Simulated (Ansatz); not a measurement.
Basis-set extrapolation for `O[Si](F)(S)S` (PBE0-D4/def2-TZVP geometry, frozen core, Ansatz 0.2.0). Multiplicity 1, RHF reference.

|  | def2-TZVPP | def2-QZVPP |
| --- | --- | --- |
| HF | -1260.359130 | -1260.399439 |
| MP2 correlation | -0.957334 | -1.043906 |
| CCSD(T) correlation | -1.035774 | not run |

Energies in hartree. Use E(X) = E(∞) + A·exp(−7.88·√X) for Hartree–Fock and E(X) = E(∞) + B·X^(−2.97) for correlation, with X = 3 and 4, and add CCSD(T) minus MP2 of the smaller set to the MP2 limit.

**Question.** What is the CCSD(T) energy at the basis-set limit?

**Answer.** HF limit: -1260.399439 + (-0.040309) × 0.13774 = -1260.40499. MP2 limit: -1.043906 + (-0.086572) × 0.74074 = -1.10803. Higher-order term: -1.035774 − (-0.957334) = -0.07844. Total: -1261.59146 hartree, 5.35 eV below CCSD(T)/def2-TZVPP.
